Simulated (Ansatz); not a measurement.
`F[SiH2][AlH2]` + `[OH][SnH2][SeH]` → `F[SiH2][SeH]` + `[OH][SnH2][AlH2]`  (redistribution)

Computed with Ansatz on PBE0-D4/def2-TZVP structures; ΔE is electronic, products minus reactants. CCSD(T)/CBS adds triple-zeta CCSD(T) − MP2 to the extrapolated MP2 energy (def2 sets, frozen cores). DFT in def2-TZVPP. Elements past krypton have def2 core potentials. For Se, Sn outer-core shells are correlated without core-valence functions, which leaves a few kJ/mol of doubt a bond. Scalar relativity is left out up to krypton. Each species was taken in one conformer, which may not be the lowest.

| level | ΔE (kJ/mol) |
| --- | --- |
| r2SCAN0-D4 | -31.3 |
| r2SCAN | -30.3 |
| r2SCANh | -30.8 |
| r2SCAN0 | -31.3 |
| CCSD(T)/def2-SVP | -24.1 |
| HF/def2-TZVPP | -24.2 |
| HF/CBS(def2) | -23.4 |
| MP2/CBS(def2) | -34.1 |

Problem. What does CCSD(T)/CBS give? (Estimate.)

Solution. The calculation gave: -29.3 kJ/mol. The listed levels differ from it by -2.0, -1.0, -1.5, -2.0, 5.2, 5.1, 5.9, -4.8 kJ/mol.

Largest T1 diagnostic among the species: 0.014.

Leaving LDA and LC-ωPBE aside and taking each functional with its dispersion term where it has one, the values, not all of them listed here, spread over 6.7 kJ/mol, from ωB97M-V to BLYP-D4. LDA lies −5.3 kJ/mol from PBE without D4. At CCSD(T), def2-SVP lies +5.2 kJ/mol from the extrapolated value and def2-TZVPP −1.3 kJ/mol.
